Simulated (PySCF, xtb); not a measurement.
Si(H)(Cl)(Me)(OMe) (C2H7ClOSi), SMILES CO[SiH](C)Cl. One conformer was computed; it need not be the lowest.

Harmonic wavenumbers (cm⁻¹) from xtb with GFN2-xTB at its own minimum, in rising order: 83, 92, 104, 136, 158, 247, 270, 514, 646, 682, 715, 787, 829, 841, 1133, 1137, 1159, 1380, 1416, 1477, 1479, 1483, 1488, 2238, 2954, 2965, 2997, 3023, 3036, 3056.

What does B3LYP-D3(BJ)/def2-SVP run with PySCF 2.14.0 give at its own minimum? (The exact figures need the calculation; the answer reports its results.)

86, 103, 138, 147, 187, 288, 309, 509, 671, 734, 774, 789, 887, 908, 1151, 1178, 1211, 1277, 1427, 1429, 1473, 1476, 1478, 2233, 2996, 3037, 3070, 3114, 3132, 3139. Paired by order, the mean absolute difference is 40 cm⁻¹ and the zero-point energies are 55.1 and 56.3 kcal/mol.
